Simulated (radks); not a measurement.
Question: Yb I, configuration [Xe] 4f14 6s2. Method: Dirac Kohn-Sham, BLYP, spin-unpolarised, spherical densities, point nucleus; computed with a radial shooting solver on a logarithmic mesh with Libxc functionals. Some entries of the table are withheld. Estimate them.

orbital,occ.,eigenvalue (hartree),<r> (bohr),<1/r> (bohr^-1)
1s1/2,2,-2248.147,0.01966,80.68
2s1/2,2,-380.6559,0.08274,19.47
2p1/2,2,-363.0578,(1),19.44
2p3/2,4,-324.5640,(2),16.69
3s1/2,2,-85.78350,0.2163,7.136
3p1/2,2,-78.02442,0.2061,7.051
3p3/2,4,-69.85466,0.2201,6.345
3d3/2,4,-56.65889,0.1935,6.234
3d5/2,6,-54.87397,0.1978,6.063
4s1/2,2,-16.86427,0.4877,2.986
4p1/2,2,-13.72642,0.4956,(3)
4p3/2,4,-11.87539,0.5280,(4)
4d3/2,4,-6.71854,0.5534,2.407
4d5/2,6,-6.38164,0.5649,2.346
5s1/2,2,-2.00691,1.209,1.106
5p1/2,2,-1.16070,1.370,0.9649
5p3/2,4,-0.93691,1.492,0.8755
6s1/2,2,-0.14021,3.906,0.3226
4f5/2,6,-0.13026,0.7791,1.748
4f7/2,8,-0.08189,0.8059,1.711

Answer: 
(1) 2p1/2 <r> (bohr): 0.06871
(2) 2p3/2 <r> (bohr): 0.07622
(3) 4p1/2 <1/r> (bohr^-1): 2.876
(4) 4p3/2 <1/r> (bohr^-1): 2.630
